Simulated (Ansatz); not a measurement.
ClH8NSi3, SMILES `[SiH3]N[SiH2][SiH2]Cl`, relaxed with RKS PBE-D4/def2-SVP in Ansatz from a rough embedded geometry. The force threshold is 0.03 eV/Å; the program also tests the step.

Total charge 0; spin multiplicity 1.

Start:

```xyz
13

Si    0.675   -0.318   -1.872
N     1.058   -0.883   -0.367
Si    0.590    0.210    0.855
Si   -1.627    0.422    1.437
Cl   -2.546   -1.346    1.737
H    -0.868   -0.108   -1.923
H     1.039   -1.337   -2.856
H     1.338    0.943   -2.108
H     2.056   -1.072   -0.352
H     1.310   -0.349    2.071
H     1.240    1.485    0.574
H    -1.840    1.260    2.597
H    -2.426    1.093    0.207
```

| step | energy (eV) | largest force (eV/Å) | largest move (Å) |
| --- | --- | --- | --- |
| 1 | -37745.0775 | 3.463 | 0.000 |
| 2 | -37745.8302 | 1.746 | 0.195 |
| 3 | -37745.9546 | 0.518 | 0.149 |
| 4 | -37745.9831 | 0.773 | 0.200 |
| 5 | -37746.0211 | 0.199 | 0.132 |
| 6 | -37746.0341 | 0.091 | 0.142 |
| 7 | -37746.0399 | 0.055 | 0.070 |
| 8 | -37746.0480 | 0.166 | 0.172 |
| 9 | -37746.0538 | 0.205 | 0.158 |
| 10 | -37746.0611 | 0.238 | 0.135 |
| 11 | -37746.0683 | 0.362 | 0.178 |
| 12 | -37746.0711 | 0.233 | 0.083 |
| 13 | -37746.0791 | 0.026 | 0.066 |
| 14 | -37746.0804 | 0.044 | 0.042 |
| 15 | -37746.0815 | 0.172 | 0.157 |
| 16 | -37746.0834 | 0.083 | 0.020 |
| 17 | -37746.0851 | 0.025 | 0.043 |
| 18 | -37746.0865 | 0.126 | 0.186 |
| 19 | -37746.0878 | 0.062 | 0.039 |
| 20 | -37746.0893 | 0.025 | 0.014 |
| 21 | -37746.0898 | 0.023 | 0.038 |

End:

```xyz
13

Si    0.479   -0.421   -1.914
N     1.301   -0.335   -0.365
Si    0.784    0.420    1.130
Si   -1.571    0.410    1.254
Cl   -2.190   -1.506    0.662
H    -0.791    0.371   -1.770
H     0.157   -1.837   -2.318
H     1.311    0.188   -3.015
H     2.213   -0.801   -0.315
H     1.311   -0.386    2.289
H     1.279    1.837    1.320
H    -2.031    0.641    2.669
H    -2.253    1.419    0.373
```

It took 31 s on 4 threads of a server CPU on a shared host, with 0.19 GiB of host memory at the peak.
